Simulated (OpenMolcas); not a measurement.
Zn II: CASPT2 settings compared

| Property | Result |
| --- | --- |
| Program | OpenMolcas |
| Basis | ANO-L-VQZP [7s6p4d3f2g] |
| Scalar Hamiltonian | non-relativistic, point nucleus |
| Active space | 1 electron in 4 orbitals (4s 4p) |
| State averaging | 2S+1 = 2 even, 1 root; 2S+1 = 2 odd, 3 roots |
| Spin-orbit coupling | state interaction with AMFI integrals over the reference wave functions, term energies averaged over their components |

Methods on the same reference wave functions:
A. CASSCF
B. SS-CASPT2, IPEA 0.6 Eh, real shift 0.4 Eh (closed shells correlated: 3s 3p 3d)
C. SS-CASPT2, IPEA 0.4 Eh, imaginary shift 0.3 Eh (closed shells correlated: 3d)
D. XMS-CASPT2, IPEA 0.75 Eh, no level shift (closed shells correlated: 3d)

Energies in cm-1 above 4s 2S 1/2, the measured ground level; measured values from NIST Handbook of Basic Atomic Spectroscopic Data.

```tsv
Level	A	B	C	D	Measured
4s 2S 1/2	0.0	0.0	0.0	0.0	0.0
4p 2P* 1/2	43445	47324	46882	46488	48481
4p 2P* 3/2	44115	47994	47552	47158	49355
```

Deviations, from unrounded energies. A percentage is the sum of absolute deviations over the sum of measured energies, with the sign that they share, or ± where signs differ.

```tsv
Against measurement	Levels	A	B	C	D
mean absolute deviation (cm-1)	2	5100	1300	1700	2100
other configurations (%)	2	-10.5	-2.6	-3.5	-4.3
```

B lies closest to measurement on these levels and A furthest from it. The largest miss of B in the table is 4p 2P* 3/2, by -1400 cm-1. The ranking rests on the paired levels alone, and a cruder setting can come out closer through cancelling errors.

Among B to D the level of the table that moves most is 4p 2P* 1/2, by 840 cm-1 (lowest in D, highest in B).

The lowest spin-free term lies below A's lowest term by 0.895 hartree in B, 0.494 hartree in C, 0.493 hartree in D.

With one active electron the reference holds no correlation, so core polarisation is missing (holds for A). With one active electron, CASPT2 adds the correlation within the correlated inactive shells and between them and that electron, and leaves the splitting within a term as the reference gives it (holds for B; C; D). Computed and measured levels are paired by configuration, term and J; levels that our copy of the source lacks, or whose pairing is in doubt (as where it misses far off the trend of its configuration), stay unpaired and out of the deviations. Only configurations of the active space appear.

* marks odd parity.
